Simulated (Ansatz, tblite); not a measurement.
Cost and result up the ladder for the cluster Ge4H5 (the lowest doublet isomer of a short search) (9 atoms). Charge 0, multiplicity 2. Geometry: r2SCAN-D4/def2-SVP.

```
atom   x (Å)   y (Å)   z (Å)
 Ge1  -0.216   1.007   1.199
 Ge2  -0.020  -1.379   1.714
 Ge3  -0.333  -1.369  -0.714
 Ge4   0.606   0.850  -1.093
  H5   2.140   0.827  -1.159
  H6   1.417  -1.790   2.137
  H7  -1.751   1.235   1.009
  H8  -1.868  -1.141  -0.904
  H9   0.025   1.761  -2.189
```

Ansatz on 4 threads of Arm Neoverse V1 on a shared host; xTB runs through tblite on one thread. Times are rough, summed over both states, and most runs start from the orbitals of an earlier one. PBE0-D4/def2-TZVP serves as the yardstick here, not as an exact answer. The other state is a singlet.

The xTB rows come from tblite. The structure comes from a short search, and lower isomers may exist.

Raw xTB energies of ions are shifted by several eV, and xTB has no spin-polarisation term.

| level | functions | wall time |
| --- | --- | --- |
| GFN2-xTB | 41 | 0.012 s |
| GFN1-xTB | 46 | 0.014 s |
| PBE-D4/def2-TZVP | 222 | 9.6 s |
| PBE0-D4/def2-TZVP | 222 | 19 s |

Estimate what each level gives for the vertical IE (eV).


```tsv
level	vertical IE (eV)	difference from PBE0-D4/def2-TZVP (eV)
GFN2-xTB	11.37	3.57
GFN1-xTB	12.08	4.28
PBE-D4/def2-TZVP	7.61	-0.20
PBE0-D4/def2-TZVP	7.80	0.00
```
